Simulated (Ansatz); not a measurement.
One change: `CBBOC` becomes `CBBN`.

Ansatz, PBE0-D4/def2-TZVP geometries, multiplicity 1. Each molecule was computed in one conformer, which needn't be the lowest.

```csv
property,`CBBOC`
LUMO energy (B3LYP/def2-TZVPP) / eV,-1.44
size of the dipole moment (ωB97M-V/def2-TZVPP) / D,1.91
LUMO energy (ωB97M-V/def2-TZVPP) / eV,0.72
HOMO energy (B3LYP/def2-TZVPP) / eV,-7.16
zero-point energy (PBE0-D4/def2-TZVP) / kJ/mol,271.9
HOMO–LUMO gap (PBE0/def2-TZVPP) / eV,6.09
```

Task: What does the change do to each property? (Best estimate.)

Result: Computed: 
| property | `CBBN` | shift |
| --- | --- | --- |
| LUMO energy (B3LYP/def2-TZVPP) / eV | -1.20 | 0.24 |
| size of the dipole moment (ωB97M-V/def2-TZVPP) / D | 1.68 | -0.23 |
| LUMO energy (ωB97M-V/def2-TZVPP) / eV | 0.88 | 0.16 |
| HOMO energy (B3LYP/def2-TZVPP) / eV | -7.25 | -0.09 |
| zero-point energy (PBE0-D4/def2-TZVP) / kJ/mol | 232.0 | -39.9 |
| HOMO–LUMO gap (PBE0/def2-TZVPP) / eV | 6.44 | 0.35 |

With PBE0 the HOMO falls by 0.08 eV and the LUMO rises by 0.28 eV, so the gap widens by about 0.36 eV. PBE moves the HOMO by -0.10 eV and ωB97M-V by -0.07 eV. The zero-point energy changes by -39.9 kJ/mol with -6 modes. Dipoles are sizes alone; their direction can turn.

B3LYP here is the variant with VWN-RPA as its local correlation; programs differ in this.
